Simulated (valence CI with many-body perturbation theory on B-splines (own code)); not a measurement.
# E1 line list for Tb LX

Calculated by valence CI with perturbative core correlation (CI+MBPT): four valence electrons over a frozen Dirac-Fock core [He], radial functions for each j: 11 s, 11 p, 9 d, 7 f, 5 g, 2 h, 1 i, with the one-electron correlation potential Σ1 (screened to all orders), the two-electron term Σ2, the three-electron term Σ3, Breit, model QED; selected single and double excitations, second order for the rest (own B-spline code, finite nucleus).

No measured spectrum was set against this ion. As an estimate, large intervals hold to a few tenths of a per cent, small ones and those within an open d or f shell to about a per cent. Among the levels kept, up to 270 cm⁻¹ of a level comes from second order outside the variational space, and about a tenth of that is noise between levels of different J, which matters for small intervals.

Lines 201 to 250 of 250 in falling wavelength, among levels below 9192.1 eV, chosen from the strongest by gf and those to the six lowest levels. Wavelengths and rates use the calculated energies. Electric multipoles are in the length gauge, E1 and E2 with the static RPA response of the core. Weak lines are less certain than strong ones. Lines between different terms over intervals too small for the method are left out, as are lines whose strength nearly cancels. The highest levels of a list are the least certain.

Levels are named by their leading jj configuration (3d3/2^4 stands for four electrons in 3d with j = 3/2), which in mixed levels can hold well under half, so a name can repeat and another be missing. Letters in brackets count levels of one name in rising energy.

```csv
λ vac (nm),Upper,Lower,A (s⁻¹),S (a.u.) with core polarisation,S without
0.1537,(2s 2p1/2 2p3/2 3d3/2) J=3 [b],(2s 2p1/2^2 2p3/2) J=2,8.15e+14,1.02e-02,1.02e-02
0.1537,(2s 2p1/2 2p3/2 3d3/2) J=2 [d],(2s 2p1/2^2 2p3/2) J=1,7.65e+14,6.85e-03,6.85e-03
0.1536,(2s 2p1/2 2p3/2 3d3/2) J=0 [b],(2s 2p1/2^2 2p3/2) J=1,9.65e+14,1.72e-03,1.73e-03
0.1535,(2s 2p1/2 2p3/2 3d5/2) J=2 [b],(2s 2p1/2^2 2p3/2) J=1,2.16e+14,1.93e-03,1.93e-03
0.1535,(2s 2p1/2 2p3/2 3d3/2) J=2 [b],(2s 2p1/2^2 2p3/2) J=2,5.01e+14,4.47e-03,4.47e-03
0.1534,(2s 2p1/2 2p3/2 3p1/2) J=1 [c],(2s^2 2p1/2 2p3/2) J=2,1.38e+14,7.35e-04,7.35e-04
0.1533,(2s 2p1/2 2p3/2 3d5/2) J=1 [b],(2s 2p1/2^2 2p3/2) J=1,2.35e+14,1.25e-03,1.26e-03
0.1533,(2s 2p1/2 2p3/2 3d3/2) J=1 [b],(2s 2p1/2^2 2p3/2) J=2,5.24e+14,2.80e-03,2.80e-03
0.1533,(2s 2p1/2 2p3/2 3d5/2) J=0,(2s 2p1/2^2 2p3/2) J=1,1.45e+14,2.58e-04,2.58e-04
0.1531,(2s^2 2p1/2 3d3/2) J=1,(2s^2 2p1/2^2) J=0,1.01e+15,5.39e-03,5.39e-03
0.1531,(2s 2p1/2 2p3/2 3d5/2) J=2 [a],(2s 2p1/2^2 2p3/2) J=2,2.46e+12,2.18e-05,2.18e-05
0.1531,(2s^2 2p3/2 3d3/2) J=2,(2s^2 2p1/2 2p3/2) J=2,3.60e+14,3.19e-03,3.19e-03
0.1530,(2s 2p1/2 2p3/2 3p1/2) J=1 [c],(2s^2 2p1/2 2p3/2) J=1,2.98e+13,1.58e-04,1.58e-04
0.1530,(2s^2 2p3/2 3d3/2) J=3,(2s^2 2p1/2 2p3/2) J=2,7.83e+14,9.68e-03,9.68e-03
0.1530,(2s 2p1/2 2p3/2 3d5/2) J=3 [a],(2s 2p1/2^2 2p3/2) J=2,3.92e+13,4.85e-04,4.85e-04
0.1529,(2s^2 2p3/2 3d3/2) J=1,(2s^2 2p1/2 2p3/2) J=2,1.32e+14,6.96e-04,6.96e-04
0.1529,(2s 2p1/2 2p3/2 3d5/2) J=1 [a],(2s 2p1/2^2 2p3/2) J=2,2.79e+12,1.48e-05,1.48e-05
0.1528,(2s 2p1/2 2p3/2 3d3/2) J=2 [c],(2s 2p1/2^2 2p3/2) J=2,2.96e+12,2.61e-05,2.61e-05
0.1528,(2s^2 2p3/2 3d3/2) J=2,(2s^2 2p1/2 2p3/2) J=1,3.83e+14,3.37e-03,3.37e-03
0.1527,(2s 2p1/2 2p3/2 3d3/2) J=3 [c],(2s 2p1/2^2 2p3/2) J=2,1.22e+13,1.50e-04,1.50e-04
0.1526,(2s^2 2p3/2 3d3/2) J=1,(2s^2 2p1/2 2p3/2) J=1,6.17e+14,3.24e-03,3.25e-03
0.1525,(2s^2 2p3/2 3d3/2) J=0,(2s^2 2p1/2 2p3/2) J=1,7.57e+14,1.32e-03,1.33e-03
0.1524,(2s 2p1/2 2p3/2 3d5/2) J=3 [b],(2s 2p1/2^2 2p3/2) J=2,4.72e+12,5.77e-05,5.78e-05
0.1519,(2s^2 2p3/2 3d5/2) J=2,(2s^2 2p1/2 2p3/2) J=2,4.13e+12,3.57e-05,3.58e-05
0.1517,(2s^2 2p3/2 3d5/2) J=3,(2s^2 2p1/2 2p3/2) J=2,3.79e+13,4.57e-04,4.57e-04
0.1516,(2s^2 2p3/2 3d5/2) J=2,(2s^2 2p1/2 2p3/2) J=1,1.68e+12,1.44e-05,1.44e-05
0.1515,(2s 2p1/2 2p3/2 3p3/2) J=1 [a],(2s^2 2p1/2 2p3/2) J=2,3.45e+12,1.78e-05,1.78e-05
0.1513,(2s 2p1/2 2p3/2 3p3/2) J=2 [a],(2s^2 2p1/2 2p3/2) J=2,3.60e+12,3.08e-05,3.08e-05
0.1512,(2s 2p1/2 2p3/2 3p3/2) J=1 [a],(2s^2 2p1/2 2p3/2) J=1,1.71e+14,8.73e-04,8.73e-04
0.1511,(2s^2 2p3/2 3d5/2) J=1,(2s^2 2p1/2 2p3/2) J=1,2.42e+13,1.24e-04,1.23e-04
0.1511,(2s 2p1/2 2p3/2 3p3/2) J=2 [b],(2s^2 2p1/2 2p3/2) J=2,1.06e+14,9.01e-04,9.00e-04
0.1510,(2p1/2^2 2p3/2 3s) J=1,(2s^2 2p1/2 2p3/2) J=2,1.09e+14,5.54e-04,5.53e-04
0.1510,(2s 2p1/2 2p3/2 3p3/2) J=2 [a],(2s^2 2p1/2 2p3/2) J=1,1.37e+14,1.16e-03,1.16e-03
0.1508,(2s 2p1/2 2p3/2 3p3/2) J=2 [b],(2s^2 2p1/2 2p3/2) J=1,4.24e+13,3.59e-04,3.59e-04
0.1507,(2p1/2^2 2p3/2 3s) J=1,(2s^2 2p1/2 2p3/2) J=1,2.09e+13,1.06e-04,1.06e-04
0.1506,(2s 2p1/2 2p3/2 3p3/2) J=0 [a],(2s^2 2p1/2 2p3/2) J=1,3.38e+14,5.70e-04,5.70e-04
0.1506,(2s 2p1/2 2p3/2 3p3/2) J=2 [c],(2s^2 2p1/2 2p3/2) J=2,8.62e+13,7.26e-04,7.25e-04
0.1505,(2s 2p1/2 2p3/2 3p3/2) J=3 [b],(2s^2 2p1/2 2p3/2) J=2,1.89e+14,2.22e-03,2.22e-03
0.1504,(2s 2p1/2^2 3p3/2) J=1,(2s^2 2p1/2^2) J=0,3.27e+14,1.65e-03,1.64e-03
0.1503,(2s 2p1/2 2p3/2 3p3/2) J=1 [b],(2s^2 2p1/2 2p3/2) J=2,2.10e+14,1.06e-03,1.06e-03
0.1502,(2s 2p1/2 2p3/2 3p3/2) J=2 [c],(2s^2 2p1/2 2p3/2) J=1,6.56e+12,5.49e-05,5.49e-05
0.1500,(2s 2p1/2 2p3/2 3p3/2) J=1 [b],(2s^2 2p1/2 2p3/2) J=1,9.28e+12,4.63e-05,4.63e-05
0.1496,(2s 2p1/2 2p3/2 3p3/2) J=2 [d],(2s^2 2p1/2 2p3/2) J=2,1.23e+13,1.02e-04,1.02e-04
0.1496,(2s 2p1/2 2p3/2 3p3/2) J=3 [c],(2s^2 2p1/2 2p3/2) J=2,1.26e+14,1.46e-03,1.46e-03
0.1494,(2s 2p1/2 2p3/2 3p3/2) J=2 [e],(2s^2 2p1/2 2p3/2) J=2,1.36e+14,1.12e-03,1.12e-03
0.1494,(2s 2p1/2 2p3/2 3p3/2) J=1 [c],(2s^2 2p1/2 2p3/2) J=2,3.93e+13,1.94e-04,1.94e-04
0.1493,(2s 2p1/2 2p3/2 3p3/2) J=2 [d],(2s^2 2p1/2 2p3/2) J=1,1.59e+14,1.31e-03,1.31e-03
0.1491,(2s 2p1/2 2p3/2 3p3/2) J=2 [e],(2s^2 2p1/2 2p3/2) J=1,1.47e+12,1.20e-05,1.20e-05
0.1490,(2s 2p1/2 2p3/2 3p3/2) J=1 [c],(2s^2 2p1/2 2p3/2) J=1,1.07e+14,5.22e-04,5.22e-04
0.1490,(2s 2p1/2 2p3/2 3p3/2) J=1 [d],(2s^2 2p1/2 2p3/2) J=1,7.31e+12,3.58e-05,3.58e-05
```
